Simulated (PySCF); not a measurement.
BaCl2. Atoms are numbered in the order given.

```xyz
3

Ba     0.0000     0.0000    -0.4592
Cl     0.0000     2.4571     0.7563
Cl     0.0000    -2.4571     0.7563
```
Charge 0, spin multiplicity 1.

Coordinates come from a B3LYP-D3(BJ)/def2-TZVP optimisation. The isomer is the one that the SMILES or the coordinates give; other isomers of the formula were not compared. The def2 effective core potentials stand for the cores of Ba; spin–orbit coupling is left out.

Calculation: PySCF with TDA-B3LYP/def2-SVPD.

Vertical excitations. Gas-phase values at a fixed geometry. State labels are in the subgroup C2v.

```csv
state,symmetry,energy (eV),λ (nm),f,main pairs
S1,B2,4.31,288,0.002,HOMO→LUMO 99 %
S2,B1,4.47,277,0.024,HOMO−1→LUMO 99 %
S3,A1,4.49,276,0.003,HOMO−2→LUMO 99 %
S4,A2,4.59,270,0.000,HOMO−3→LUMO 99 %
S5,B2,4.71,263,0.020,HOMO−4→LUMO 98 %
S6,A1,5.05,246,0.010,HOMO−5→LUMO 99 %
S7,A2,5.17,240,0.000,HOMO→LUMO+2 99 %
S8,B2,5.17,240,0.001,HOMO→LUMO+1 98 %
S9,A1,5.32,233,0.001,"HOMO−1→LUMO+2 54 %, HOMO−2→LUMO+1 45 %"
S10,B1,5.32,233,0.001,"HOMO−1→LUMO+1 55 %, HOMO−2→LUMO+2 44 %"
T1,B2,4.28,290,0,HOMO→LUMO 99 %
T2,B1,4.44,280,0,HOMO−1→LUMO 99 %
T3,A1,4.45,279,0,HOMO−2→LUMO 99 %
T4,A2,4.56,272,0,HOMO−3→LUMO 99 %
```
Triplets are in the Tamm–Dancoff approximation.
